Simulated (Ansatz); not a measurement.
Other settings, tried on the cluster GeTe4 (the lowest singlet isomer of a short search).

```yaml
crystal:
  periodic: [false, false, false]
  atoms:
    - {symbol: Ge, position_ang: [-0.884617, -0.427816, -1.452343]}
    - {symbol: Te, position_ang: [-1.145171, 2.109459, -0.466608]}
    - {symbol: Te, position_ang: [-1.236765, 0.023960, 1.313928]}
    - {symbol: Te, position_ang: [1.458572, -0.756388, 1.663521]}
    - {symbol: Te, position_ang: [1.807981, -0.949215, -1.058489]}
basis:
  gaussian: {orbitals: def2-mTZVP}
hamiltonian: {xc: {name: BLYP}, dispersion: d4}
scf: {omitted_lower_state_checks: [starts]}
```

```sh
$ ansatz run in.yaml --threads 4 --pin off --events-out ev --progress --plain --max-ram 4787MiB
```

Output, abridged:

```
Functional definition: BLYP
1783 factors; their error is unknown
mean field evaluation 1: about -85690.7147 eV, gradient 2.4e1 eV
mean field evaluation 2: about -85672.0253 eV, gradient 6.8e1 eV
mean field evaluation 4: about -85691.8071 eV, gradient 4.3e0 eV
mean field evaluation 8: about -85691.8868 eV, gradient 4.6e-1 eV
mean field evaluation 16: about -85691.3755 eV, gradient 1.0e-2 eV
mean field -85691.37548460 eV, -3149.0999653587 hartree, gradient 4.3e-5 eV, S^2 0.000000; 0 other end points of the search recorded, 0 dependent functions left out
reference -85691.37580439 eV, -3149.0999771106 hartree; 64, 64 occupied and 116, 116 virtual orbitals, 1783 factors
Total energy: -85692.33639097 eV, -3149.1352780162 hartree
Checks for a lower state left out: starts
```

Hardware: 4 threads of Arm Neoverse V1 on a shared host. Wall time 2.9 s.

In the def2 sets Te takes a core potential; there is no spin–orbit coupling.
